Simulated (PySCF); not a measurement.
Problem. What does the PBE0-D3(BJ)/def2-SVP structure of `C/C=[N+](\C)CCC(F)(F)F` look like in three dimensions? (Charge +1.)

Solution. 
```xyz
21
C6H11F3N angstrom
C      2.2919    1.2739   -0.3847
C      1.0272    0.6870   -0.8520
N      0.5081   -0.3941   -0.3812
C      1.1447   -1.1516    0.6952
C     -0.8152   -0.8503   -0.8331
C     -1.8937   -0.6436    0.2209
C     -1.9958    0.7932    0.6852
F     -3.0812    1.0008    1.3981
F     -0.9294    1.1236    1.4421
F     -1.9969    1.6345   -0.3575
H      2.1473    1.6557    0.6431
H      2.5925    2.1129   -1.0221
H      3.1048    0.5316   -0.3411
H      0.4417    1.1963   -1.6267
H      2.1926   -1.3602    0.4419
H      0.6153   -2.1008    0.8298
H      1.0987   -0.5742    1.6298
H     -1.0637   -0.2978   -1.7484
H     -0.7340   -1.9161   -1.0911
H     -1.7455   -1.2777    1.1074
H     -2.8600   -0.9311   -0.2193
```

Orientation and origin are arbitrary. Atoms count from 1 in this order. The 3 C–C bonds span 1.470 Å (C1–C2, drawn single) to 1.522 Å (C5–C6, drawn single), a spread of 0.052 Å. The C–F distances run from 1.315 Å (C7–F8, drawn single) to 1.349 Å (C7–F9, drawn single), a spread of 0.034 Å. Of the pairs four or more bonds apart, H14···H18 is among the closest relative to their van der Waals radii: 2.12 Å, 89 % of the sum of Bondi's values. N3 (iminium nitrogen) is planar (angles 121.9°, 120.7° and 117.2°, sum 359.8°, 0.04 Å off the plane of its three neighbours).

Bonds between heavy atoms (Å): C1–C2 1.470, C2=N3 1.288, N3–C4 1.462, N3–C5 1.471, C5–C6 1.522, C6–C7 1.513, C7–F8 1.315, C7–F9 1.349, C7–F10 1.340.

Computed, not measured: PBE0-D3(BJ)/def2-SVP geometry optimisation, gas phase (PySCF).

Point group: C1 (no symmetry element, even within 0.4 Å). Whether it is a minimum is left open (no frequencies). Torsions: C2–N3–C5–C6 -107°, N3–C5–C6–C7 56°.

One conformer stands for the species.
